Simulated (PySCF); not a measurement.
# MoO: one state, many levels of theory

State: ⁵Π (quintet), unpaired electrons σ ↑, π ↑, δ ↑↑. Set-up: basis Mo def2-TZVPPD with ECP28, O def2-TZVPPD; scalar-relativistic core potentials; PySCF 2.14. De refers to Mo (4d5 5s1) + O in their high-spin ground configurations, without counterpoise correction. The functionals are run spin-unrestricted. A positive dipole means Mo(−)O(+).

```
       Level  Re (Å)  ωe (cm⁻¹)  De (eV)  μ (D)  CPU s a point (SCF and correlation, without the integrals)
        ROHF   1.664       1045      n/a  -4.17                                                         1.6
    ROHF-MP2   1.697        955      n/a    n/a                                                         3.1
ROHF-SCS-MP2   1.699        955      n/a    n/a                                                         n/a
   ROHF-CCSD   1.689        973     4.57    n/a                                                         n/a
ROHF-CCSD(T)   1.707        924     5.20    n/a                                                         240
         PBE   1.700        942     6.11  -2.96                                                         1.8
      revPBE   1.705        931     5.77  -2.97                                                         1.1
        BLYP   1.715        921     6.19  -3.11                                                         1.6
      r²SCAN   1.695        953     5.41  -3.18                                                         2.7
     r²SCANh   1.690        961     5.08  -3.30                                                           4
       B3LYP   1.696        959     5.49  -3.38                                                         3.4
        PBE0   1.682        975     5.11  -3.30                                                         3.8
     r²SCAN0   1.682        967     4.60  -3.47                                                         4.2
       HSE06   1.685        970     5.10  -3.30                                                         3.2
```

The bond length runs from 1.664 Å (ROHF) to 1.715 Å (BLYP). De spans 4.57 eV (ROHF-CCSD, coupled cluster) to 6.19 eV (BLYP, GGA).

Correlated steps freeze 1 core orbital. The metal atom is held in its measured ground configuration; semilocal functionals can put another filling of s and d lower by some tenths of an eV, and De to that atom would be smaller. Spin–orbit coupling is left out, which matters for elements this heavy, above all for dissociation energies. UHF is strongly spin-contaminated for MoO, so the ROHF reference used there is far from stable. With d or f electrons several states lie close, and the lowest PBE0 determinant need not be the measured ground state.

The whole job (state search and all levels along the bond) took about 23 min on 2 threads of Arm Neoverse V1 (shared host), peak memory 4.5 GiB.
